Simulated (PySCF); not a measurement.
Computed shifts of a molecule C2H9BN2O, PBE/pcSseg-1 (PySCF), GIAO, gas phase, equivalent atoms averaged, in ppm (number of nuclei): ¹³C: 43.0 (1), 23.1 (1). ¹⁵N: 78.4 (1), 48.5 (1). ¹H: 3.04 (2), 1.85 (1), 1.80 (1), 1.58 (1), 1.40 (1), 1.25 (3). References: ¹³C against TMS (σ = 182.0 ppm); ¹⁵N against NH3 (σ = 267.0 ppm); ¹¹B against BF3 (σ = 83.9 ppm); ¹⁷O against H2O (σ = 334.3 ppm); ¹H against TMS (σ = 31.49 ppm), references at their B3LYP-D3(BJ)/def2-TZVP geometries, non-relativistic. Geometry: PBE0-D3(BJ)/def2-SVP. Other conformers were not sampled.

Which molecule gave these data?
A) CNB(N)OC
B) CCOB(N)N
C) CCNB(N)O
D) CNB(O)NC

C, CCNB(N)O
